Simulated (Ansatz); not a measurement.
Coupled-cluster diagnostics for SiHMe2(OSiMe3) (C₅H₁₆OSi₂), Ansatz.

Geometry of the singlet (r2SCAN-D4/def2-SVP):

Cartesian coordinates in Å:
```
Si 0.672 1.461 0.787
H -0.553 1.840 1.571
C 2.175 1.522 1.897
H 2.333 2.534 2.305
H 3.081 1.234 1.338
H 2.068 0.827 2.745
C 0.856 2.634 -0.663
H 0.993 3.674 -0.322
H -0.032 2.609 -1.316
H 1.732 2.360 -1.276
O 0.504 -0.099 0.231
Si -0.641 -1.175 -0.344
C -1.735 -1.713 1.082
C 0.292 -2.633 -1.055
C -1.668 -0.329 -1.670
H -2.493 -2.445 0.757
H -2.266 -0.853 1.522
H -1.137 -2.181 1.881
H 0.927 -3.103 -0.287
H -0.395 -3.403 -1.444
H 0.948 -2.316 -1.883
H -2.211 0.540 -1.261
H -1.033 0.029 -2.497
H -2.418 -1.014 -2.098
```

Correlated methods freeze 16 core orbitals.

Question: Estimate the CCSD(T) correlation energy, the shares of MP2 and (T), T1 and the reference's ⟨S²⟩ for: charge 0, singlet, own geometry in def2-SVP; and the rough time on 2 threads of AMD EPYC 7R13 on a shared host and a share (18 GiB) of an NVIDIA H100 80GB HBM3.

Answer: 
| state | basis | correlation (eV) | MP2 share (%) | (T) share (%) | T1 | ⟨S²⟩ (pure) | wall time |
| --- | --- | --- | --- | --- | --- | --- | --- |
| charge 0, singlet, own geometry | def2-SVP | -33.833 | 88.9 | 2.7 | 0.009 | 0.00 (0.00) | 6.5 s |
Customary marks for T1 are 0.02 (closed shells), 0.045 (open shells) and about 0.05 (3d metals). T1 stays under 0.02 throughout.
